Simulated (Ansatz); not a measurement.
Molecule: C₂H₇BN, net charge 0, doublet state. It need not be the lowest isomer of its formula. SMILES: CC[B]N
Geometry from a B3LYP-D3(BJ)/def2-TZVP (Ansatz, a quantum-chemistry and plane-wave program) optimisation:
```
C
H 1 1.0972
H 1 1.1012 2 105.61
C 1 1.5358 2 108.93 3 117.72
H 4 1.0911 1 110.89 2 62.05
H 4 1.0918 5 107.35 1 -121.67
H 4 1.0919 5 108.10 6 -115.89
B 1 1.5635 2 107.09 3 -117.14
N 8 1.3806 1 127.56 2 102.08
H 9 1.0064 8 123.64 1 -178.49
H 9 1.0146 10 113.09 8 -179.87
```
Charge 0, spin multiplicity 2.

Parts of the frozen-core correlation energy in cc-pVQZ (Ansatz, hartree). Frozen orbitals: 4; correlated occupied orbitals by spin: 12 and 11; virtual: 414 and 415. Open shells are spin-unrestricted. Spin-orbit coupling is left out. Non-relativistic.

```
term                            value
-------------------------  ----------
reference (HF)             -159.00477
MP2 opposite-spin            -0.53492
MP2 same-spin                -0.15122
CCSD correlation             -0.71900
(T)                          -0.02917
T1 diagnostic                   0.012
largest doubles amplitude       0.011
<S^2> of the reference          0.756
```
